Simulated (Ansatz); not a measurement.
The same path of BrH + Cl2F2HOTa (9 atoms, charge 0, multiplicity 1) was run twice with different band settings. Lost on the way: Br8–H9. Made: Ta1–Br8, O2–H9.

These are results of Ansatz 0.2.0, RKS PBE/def2-SVP, not measurements.

Relaxed end points:

```xyz
9
Properties=species:S:1:pos:R:3
Ta -0.208 0.180 0.122
O 1.532 -0.643 0.121
H 2.055 -0.694 0.946
F 0.122 0.464 1.979
Cl -0.178 0.069 -2.208
F -0.590 2.018 0.036
Cl -1.952 -1.268 0.466
Br 2.875 -2.879 -2.056
H 2.337 -1.846 -1.194
```

```xyz
9
Properties=species:S:1:pos:R:3
Ta -0.108 -0.565 -0.193
O 2.151 0.053 -0.260
H 2.479 0.077 0.664
F 0.488 -0.852 1.600
Cl -0.045 0.064 -2.447
F -0.223 1.263 0.286
Cl -2.305 -1.160 0.029
Br 0.881 -2.833 -0.767
H 2.675 -0.649 -0.700
```

Common settings: climbing image yes; spring 5.0 eV/Å²; optimiser quadratic models (default); start path through a guess of the saddle point; force threshold 0.05 eV/Å; iteration limit 60; end points relaxed.

| run | movable images |
| --- | --- |
| 1 | 5 |
| 2 | 2 |

Task: What does each run give, and how far can it be trusted?

Result: Run 1: converged after 18 iterations, highest image 0.195 eV above the first end. A vibrational analysis at the climbing image gives one clearly imaginary mode, 216i cm⁻¹: a first-order saddle point.
Run 2: converged after 19 iterations, highest image 0.195 eV above the first end. Another band between the same ends (5 images) ends at a top of the same energy, where a vibrational analysis finds 1 clearly imaginary mode. So few images can step over the top or miss a turn of the path.
The orbitals stay closed-shell, which can raise the energy where a bond breaks towards radicals; this wasn't checked here.
